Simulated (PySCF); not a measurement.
## Si⁺ (silicon, charge +1) across methods

[Ne] 3s1 3p2, high-spin 4P determinant (an excited configuration). Calculation: PySCF 2.14, in x2c-QZVPPall with one added diffuse shell each of s, p, d, f type (10s7p5d3f1g, 86 functions); scalar relativity by spin-free X2C-1e.

```tsv
method	E (hartree)	mean ε 2p β (eV)	mean ε 3s α (eV)	mean ε 3p α (eV)	Σ⟨r²⟩ (bohr²)	⟨S²⟩
BP86	-289.5219	-105.92	-20.814	-13.253	20.68	3.750
M06-L	-289.4795	-107.96	-21.147	-13.291	20.55	3.750
M06-2X	-289.4745	-116.25	-23.705	-15.177	20.68	3.750
r2SCAN	-289.4819	-107.73	-21.301	-13.515	20.62	3.750
LDA	-288.3214	-105.83	-20.757	-13.155	20.79	3.750
PBE0	-289.3789	-111.06	-22.493	-14.409	20.68	3.750
UHF	-289.03882	-125.85	-27.235	-17.604	20.87	3.750
B97-3	-289.4578	-111.60	-22.459	-14.332	20.71	3.750
PBE	-289.3506	-105.74	-20.748	-13.206	20.73	3.750
```
